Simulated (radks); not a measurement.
Sn27+, 23 electrons, occupied as [Ar] 3d4 4f1 (not the ground configuration). Calculated with a radial shooting solver on a logarithmic mesh with Libxc functionals: Dirac Kohn-Sham, PBEsol, spin-unpolarised, spherical densities, point nucleus; open shells fill j = l - 1/2 first.

Spin-orbit splittings of the eigenvalues, e(l+1/2) - e(l-1/2), with zeta = 2 splitting/(2l+1) and mean radii in bohr:

| shell | occ. | splitting (eV) | zeta (eV) | <r> j=l-1/2 | <r> j=l+1/2 |
|---|---|---|---|---|---|
| 2p | 6 | 232.7 | 155.1 | 0.1052 | 0.1105 |
| 3p | 6 | 49.93 | 33.29 | 0.3068 | 0.3159 |
| 3d | 4 | 11.13 | 4.454 | 0.2802 | 0.2830 |
| 4f | 1 | 1.011 | 0.2890 | 0.5879 | 0.5894 |
